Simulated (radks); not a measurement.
The numbers below are computed, except where a source is named.
N2+, 5 electrons, occupied as [He] 2s2 2p0.5 3s0.5 (fractional occupations, a model configuration). Code: a radial shooting solver on a logarithmic mesh with Libxc functionals. Model: Dirac Kohn-Sham, HCTH/407, spin-unpolarised, spherical densities, finite nucleus; open shells fill j = l - 1/2 first; Fermi nuclear charge, rms radius 2.5582 fm.

Radial electron density D(r) = 4 pi r^2 rho(r):

```
   r/bohr * D(r) (the largest magnitude, 7.48, reaches the edge; | marks zero)
  0.00719 |*
 0.008042 |*
 0.009067 |*
  0.01014 | *
  0.01143 | *
  0.01279 |  *
  0.01442 |  *
  0.01613 |   *
  0.01819 |    *
  0.02034 |     *
  0.02293 |      *
  0.02565 |        *
  0.02892 |          *
  0.03235 |            *
  0.03648 |               *
   0.0408 |                 *
    0.046 |                     *
  0.05145 |                        *
  0.05801 |                            *
  0.06489 |                                *
  0.07316 |                                     *
  0.08183 |                                         *
  0.09226 |                                             *
   0.1032 |                                                *
   0.1164 |                                                   *
   0.1301 |                                                     *
   0.1467 |                                                      *
   0.1641 |                                                     *
   0.1851 |                                                   *
    0.207 |                                               *
   0.2334 |                                          *
    0.261 |                                    *
   0.2943 |                             *
   0.3292 |                       *
   0.3712 |                  *
   0.4151 |              *
   0.4681 |            *
   0.5236 |           *
   0.5903 |            *
   0.6603 |             *
   0.7444 |               *
   0.8327 |                *
   0.9388 |                 *
     1.05 |                *
    1.184 |              *
    1.324 |           *
    1.493 |        *
     1.67 |     *
    1.883 |   *
    2.106 |  *
    2.375 | *
    2.656 | *
    2.995 | *
     3.35 |*
    3.777 |*
    4.224 |*
    4.763 *
    5.327 *
    6.007 *
    6.719 *
    7.575 *
    8.473 *
```

D(r) has 2 maxima, at r = 0.146, 0.909 bohr, and minima at 0.519 bohr, inside which lie 2.09 electrons.
